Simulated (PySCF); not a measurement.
## Complete the spectrum of C2H10O2Si2

Species: C₂H₁₀O₂Si₂.
Cartesian coordinates in Å at the GFN2-xTB level; atoms count from 1:
```
atom  x, y, z in Å
C1     0.1549   -1.9794    0.1350
C2     0.5144   -0.5341    0.4555
O3    -0.5333    0.1473    1.0428
Si4   -2.0107    0.4876    0.4529
O5     0.9318    0.0854   -0.7085
Si6    1.5323    1.5883   -0.8792
H7    -0.6018   -1.9899   -0.6450
H8     1.0392   -2.5032   -0.2161
H9    -0.2317   -2.4642    1.0266
H10    1.3363   -0.5102    1.1932
H11   -2.4624    1.3707    1.5174
H12   -2.8262   -0.7274    0.3403
H13   -1.9635    1.1305   -0.8603
H14    0.5754    2.6260   -0.4953
H15    2.7410    1.7420   -0.0623
H16    1.7967    1.5396   -2.3084
```

Computed, not measured: TDDFT CAM-B3LYP/def2-SVPD, vertical, gas phase, core orbitals frozen in the response (PySCF 2.14.0, density-fitted response routines).

Orbital energies (eV): HOMO-3 -11.04, HOMO-2 -10.21, HOMO-1 -10.01, HOMO -9.66, LUMO 0.97, LUMO+1 1.30, LUMO+2 1.39.

Lowest singlets, with some entries withheld (?).

| state | E (eV) | f | main configurations (H = HOMO, L = LUMO) |
| --- | --- | --- | --- |
| S1 | 7.46 | 0.011 | H→L (74%) |
| S2 | 7.66 | 0.0036 | H-2→L (40%), H-1→L (24%), H→L+2 (9%) |
| S3 | ? | ? | ? |
| S4 | 8.15 | 0.022 | H-1→L+2 (32%), H-3→L (24%), H→L+2 (14%) |
| S5 | 8.29 | 0.027 | H→L+1 (42%), H-2→L+2 (14%) |
| S6 | 8.55 | 0.048 | H→L+2 (26%), H-2→L+1 (20%), H-2→L (16%) |
| S7 | ? | ? | ? |
| S8 | 8.61 | 0.028 | H-1→L+1 (56%), H-3→L+2 (9%) |

(1) What stands in place of each question mark?

(2) How far apart are S5 and S6, in eV and cm⁻¹?

(3) Where do the lowest triplets lie (Tamm–Dancoff)?

(4) What is the mean static polarisability from the same response equations?

Answers

(1) 
- S3: E = 7.71 eV; f = 0.0059; H-1→L (49%), H-2→L (16%)
- S7: E = 8.59 eV; f = 0.013; H→L+3 (35%), H→L+1 (15%)

(2) 8.546 − 8.286 = 0.260 eV, or about 2090 cm⁻¹.

(3) T1 7.15 eV, H→L (56%), H-2→L+2 (11%), H-1→L (10%); T2 7.28 eV, H-2→L (46%), H→L+2 (14%); T3 7.37 eV, H-1→L (56%), H→L (13%). E(S1) − E(T1) = +0.31 eV.

(4) 82.4 au (12.21 Å³), with principal values 74.5, 83.7 and 88.9 au.

One conformer stands for the species.
